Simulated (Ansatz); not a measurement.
Another site gives an ion 1.21 eV lower (`[CH3][GeH2-]`) at the level frozen-core CCSD(T)/aug-cc-pVTZ // PBE0-D3(BJ)/def2-TZVPD (Ansatz, a quantum-chemistry and plane-wave program).

Calculation: Ansatz with frozen-core CCSD(T)/aug-cc-pVTZ // PBE0-D3(BJ)/def2-TZVPD.

Ansatz 0.2 input:
```yaml
crystal:
  periodic: [false, false, false]
  atoms:
    - { symbol: C, position_ang: [1.211174, 0.347008, 0.228964] }
    - { symbol: Ge, position_ang: [-0.619244, -0.049765, 0.005505] }
    - { symbol: H, position_ang: [1.761854, -0.532342, 0.590538] }
    - { symbol: H, position_ang: [1.6572, 0.685631, -0.716372] }
    - { symbol: H, position_ang: [-1.234712, -1.164921, -0.984023] }
    - { symbol: H, position_ang: [-1.313119, -0.488709, 1.345311] }
    - { symbol: H, position_ang: [-1.45713, 1.194588, -0.462209] }
basis:
  gaussian: { orbitals: aug-cc-pVTZ }
correlation:
  method: ccsd_t
total_charge: -1
```

Output:

```
Functional definition: HF
1255 factors; integrals over basis functions are off by at most 8.5e-4 eV
mean field evaluation 1: about -57581.0239 eV, gradient 2.1e1 eV
mean field evaluation 2: about -57581.0570 eV, gradient 2.1e1 eV
mean field evaluation 4: about -57582.5394 eV, gradient 2.9e0 eV
mean field evaluation 8: about -57582.5800 eV, gradient 2.5e-1 eV
mean field evaluation 16: about -57582.2018 eV, gradient 1.1e1 eV
mean field -57582.58094655 eV, -2116.1208189106 hartree, gradient 4.1e-6 eV, S^2 0.000000; 0 other end points of the search recorded, 0 dependent functions left out
10 core orbitals not correlated
reference -57582.58094655 eV, -2116.1208189106 hartree; 12, 12 occupied and 198, 198 virtual orbitals, 1255 factors
second order -11.59923693 eV of doubles, -0.00000000 eV of singles
cycle   1  -11.86941254 eV  change   -2.7e-1 eV  update   8.8e-2
cycle   2  -12.25868212 eV  change   -3.9e-1 eV  update   2.7e-2
cycle   3  -12.32784537 eV  change   -6.9e-2 eV  update   1.4e-2
cycle   4  -12.32503034 eV  change    2.8e-3 eV  update   4.2e-3
cycle   5  -12.32304676 eV  change    2.0e-3 eV  update   2.6e-3
cycle   6  -12.32304406 eV  change    2.7e-6 eV  update   1.1e-3
cycle   7  -12.32291971 eV  change    1.2e-4 eV  update   5.6e-4
cycle   8  -12.32285839 eV  change    6.1e-5 eV  update   3.0e-4
cycle   9  -12.32293265 eV  change   -7.4e-5 eV  update   1.4e-4
cycle  10  -12.32296672 eV  change   -3.4e-5 eV  update   5.9e-5
cycle  11  -12.32292403 eV  change    4.3e-5 eV  update   3.1e-5
cycle  12  -12.32293839 eV  change   -1.4e-5 eV  update   1.8e-5
perturbative correction -0.55101357 eV, -0.0202493751 hartree
Total energy: -57595.45489851 eV, -2116.5939279186 hartree
```

Cost: around 90 core-seconds (rough).
